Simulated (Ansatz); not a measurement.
hydrogen selenide (SMILES [SeH2]) moved off its minimum; all values from Ansatz (a program for electronic structure), cores frozen in correlated methods.
(charge 0, multiplicity 1)
```xyz
3

Se    -0.00382     0.13439    -0.02235
H     -1.07394    -0.95191    -0.04250
H      1.06533    -1.00043    -0.07004
```

```
level                largest force (eV/Å)  on atom  rms difference from CCSD(T)/aug-cc-pVTZ (eV/Å)  dipole (D)
-------------------  --------------------  -------  ----------------------------------------------  ----------
HF/def2-TZVPP                        2.86      Se1                                           0.343        0.75
PBE/def2-TZVPP                       1.73      Se1                                           0.149        0.67
r2SCAN/def2-TZVPP                    2.15      Se1                                           0.045        0.74
B3LYP/def2-TZVPP                     2.05      Se1                                           0.012        0.65
wB97M-V/def2-TZVPP                   2.32      Se1                                           0.123        0.68
MP2/aug-cc-pVTZ                      2.35      Se1                                           0.140        0.64
CCSD(T)/aug-cc-pVTZ                  2.06      Se1                                           0.000        0.61
```

The differences count from one level among others, with limits of its own. Forces at CCSD(T)/aug-cc-pVTZ (eV/Å):

| atom | Fx | Fy | Fz |
|---|---|---|---|
| Se1 | 0.345 | -2.029 | -0.066 |
| H2 | 0.635 | 0.817 | 0.017 |
| H3 | -0.980 | 1.213 | 0.049 |
